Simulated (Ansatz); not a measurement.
A nudged elastic band was laid between two geometries of FH3OSi2 (7 atoms, charge 0, multiplicity 1).

Theory: RKS PBE-D4/6-31G* (Ansatz).

| Item | Value |
| --- | --- |
| movable images | 9 |
| climbing image | yes |
| spring | 5.0 eV/Å² |
| optimiser | quadratic models (default) |
| start path | through a guess of the saddle point |
| force threshold | 0.05 eV/Å |
| iteration limit | 60 |
| end points | relaxed |

Initial state:

```xyz
7
Properties=species:S:1:pos:R:3
O -1.620 1.232 -1.514
Si -0.437 1.183 -0.505
Si 0.304 -0.888 0.357
F 1.553 -0.648 1.378
H 0.286 2.426 -0.029
H 0.743 -1.762 -0.780
H -0.828 -1.543 1.092
```

Final state:

```xyz
7
Properties=species:S:1:pos:R:3
O -0.911 1.368 -0.921
Si 0.400 1.545 0.155
Si 0.419 -0.867 0.452
F 1.583 -1.380 1.487
H -1.214 2.229 -1.275
H 0.638 -1.555 -0.875
H -0.915 -1.340 0.977
```

Problem. What changes between the two ends?

Solution. Bonds broken: Si2–H5. Bonds formed: O1–H5.

Problem. What energy profile does the band end with?

Solution. It converged. The highest image is number 5 of 0 to 10, 217.5 kJ/mol above the first end and 202.4 kJ/mol above the last; the last end lies 15.1 kJ/mol above the first. A vibrational analysis at the climbing image gives one clearly imaginary mode, 1353i cm⁻¹: a first-order saddle point. The orbitals stay closed-shell, which can raise the energy where a bond breaks towards radicals; this wasn't checked here.

```json
{"image": "0", "path coordinate (Å)": "0.00", "energy (kJ/mol)": "0.0", "Si2–H5 (Å)": "1.52", "O1–H5 (Å)": "2.70"}
{"image": "1", "path coordinate (Å)": "0.34", "energy (kJ/mol)": "2.4", "Si2–H5 (Å)": "1.52", "O1–H5 (Å)": "2.68"}
{"image": "2", "path coordinate (Å)": "0.69", "energy (kJ/mol)": "17.3", "Si2–H5 (Å)": "1.52", "O1–H5 (Å)": "2.56"}
{"image": "3", "path coordinate (Å)": "1.03", "energy (kJ/mol)": "67.8", "Si2–H5 (Å)": "1.50", "O1–H5 (Å)": "2.29"}
{"image": "4", "path coordinate (Å)": "1.37", "energy (kJ/mol)": "159.3", "Si2–H5 (Å)": "1.50", "O1–H5 (Å)": "1.92"}
{"image": "5", "path coordinate (Å)": "1.71", "energy (kJ/mol)": "217.5", "Si2–H5 (Å)": "1.55", "O1–H5 (Å)": "1.52"}
{"image": "6", "path coordinate (Å)": "2.06", "energy (kJ/mol)": "129.7", "Si2–H5 (Å)": "1.70", "O1–H5 (Å)": "1.12"}
{"image": "7", "path coordinate (Å)": "2.41", "energy (kJ/mol)": "46.9", "Si2–H5 (Å)": "1.98", "O1–H5 (Å)": "0.99"}
{"image": "8", "path coordinate (Å)": "2.75", "energy (kJ/mol)": "22.3", "Si2–H5 (Å)": "2.19", "O1–H5 (Å)": "0.98"}
{"image": "9", "path coordinate (Å)": "3.10", "energy (kJ/mol)": "16.8", "Si2–H5 (Å)": "2.24", "O1–H5 (Å)": "0.98"}
{"image": "10", "path coordinate (Å)": "3.45", "energy (kJ/mol)": "15.1", "Si2–H5 (Å)": "2.26", "O1–H5 (Å)": "0.98"}
```

Problem. What is the geometry of the highest image?

Solution. 
```xyz
7
Properties=species:S:1:pos:R:3
O -1.305 1.476 -1.270
Si -0.075 1.301 -0.212
Si 0.392 -1.000 0.444
F 1.635 -1.083 1.497
H -0.534 2.681 -0.755
H 0.729 -1.795 -0.789
H -0.842 -1.579 1.084
```

Problem. What are the harmonic wavenumbers there?

Solution. 1353i, 31, 83, 192, 208, 353, 395, 704, 805, 852, 914, 964, 2034, 2146, 2171 cm⁻¹.

The band took 28 iterations and of the order of 4 core-minutes.

The run took 4 min on 1 thread of Intel(R) Xeon(R) 6975P-C (Granite Rapids) (shared host), peak memory 0.16 GiB.
